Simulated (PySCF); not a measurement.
C3H5ClOSi, SMILES C1[Si@@H](Cl)COC=1.

Geometry: B3LYP-D3(BJ)/def2-SVP. The structure was generated by enumeration; whether it is a known compound was not checked. One conformer was computed; it need not be the lowest.

Method: TDDFT-CAM-B3LYP/def2-SVPD (PySCF).

Vertical excitations. Isolated molecule, no solvent.

| state | energy (eV) | λ (nm) | f | main pairs |
|---|---|---|---|---|
| S1 | 5.92 | 209 | 0.154 | HOMO→LUMO 94 % |
| S2 | 6.54 | 190 | 0.024 | HOMO→LUMO+1 82 % |
| S3 | 6.83 | 182 | 0.003 | HOMO−1→LUMO 72 %, HOMO→LUMO+2 15 % |
| S4 | 6.93 | 179 | 0.005 | HOMO→LUMO+2 74 %, HOMO−1→LUMO 16 % |
| S5 | 7.35 | 169 | 0.027 | HOMO→LUMO+3 47 %, HOMO→LUMO+4 17 %, HOMO→LUMO+5 14 % |
| S6 | 7.45 | 166 | 0.015 | HOMO−2→LUMO 75 % |
| S7 | 7.60 | 163 | 0.006 | HOMO→LUMO+4 53 %, HOMO→LUMO+3 21 %, HOMO→LUMO+1 9 % |
| S8 | 7.86 | 158 | 0.004 | HOMO→LUMO+5 54 %, HOMO→LUMO+4 15 %, HOMO→LUMO+6 11 % |
| S9 | 7.88 | 157 | 0.002 | HOMO−1→LUMO+1 38 %, HOMO−1→LUMO+3 33 %, HOMO−3→LUMO 9 % |
| S10 | 8.13 | 152 | 0.014 | HOMO→LUMO+6 58 %, HOMO→LUMO+5 10 % |
| T1 | 4.02 | 308 | 0 | HOMO→LUMO 80 % |
| T2 | 6.31 | 196 | 0 | HOMO→LUMO+1 66 %, HOMO→LUMO+3 18 % |
| T3 | 6.50 | 191 | 0 | HOMO−1→LUMO 80 % |
| T4 | 6.74 | 184 | 0 | HOMO→LUMO+2 84 % |
Triplets are in the Tamm–Dancoff approximation, which puts them higher than full response would, so one can lie above its singlet here.
